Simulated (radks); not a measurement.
Spherical quantum dot in the effective-mass picture: electrons in a well V = -V0 / (1 + exp((r - R)/a)) with V0 = 3.88, R = 10.8, a = 1.1, all in effective atomic units (hartree* = m*/eps^2 hartree, bohr* = eps/m* bohr), one dielectric constant everywhere. Calculated with a radial shooting solver with Libxc functionals: non-relativistic Kohn-Sham, PBE, spin-polarised, spherical densities. Levels are named by radial order and angular momentum (1s, 1p, 1d, 2s, ...), and open shells are averaged over m. Results are scaled to m* = 0.077 and eps = 17.8, for which hartree* = 6.613 meV and bohr* = 12.23 nm.

N = 5, configuration 1s2 1p(up 3, down 0). This is the lowest configuration that the search found (a dilute case). Occupied levels:

| level | occupation | eigenvalue (meV) | <r> (nm) |
|---|---|---|---|
| 1s up | 1 | -20.672 | 66.83 |
| 1s down | 1 | -20.470 | 63.21 |
| 1p up | 3 | -20.398 | 71.44 |

Energy (meV): total -114.267, kinetic 2.8426, external -125.88, Hartree 13.262, exchange-correlation -4.4946.

Electron density:

| r (nm) | n(r) (e/nm^3) |
|---|---|
| 6.42 | 6.864e-07 |
| 17.2 | 8.177e-07 |
| 27.9 | 1.076e-06 |
| 38.6 | 1.448e-06 |
| 49.3 | 1.828e-06 |
| 60.1 | 2.005e-06 |
| 70.8 | 1.772e-06 |
| 81.5 | 1.150e-06 |
| 92.2 | 4.792e-07 |
| 103 | 1.223e-07 |
| 114 | 1.727e-08 |
| 124 | 1.218e-09 |
| 135 | 4.166e-11 |
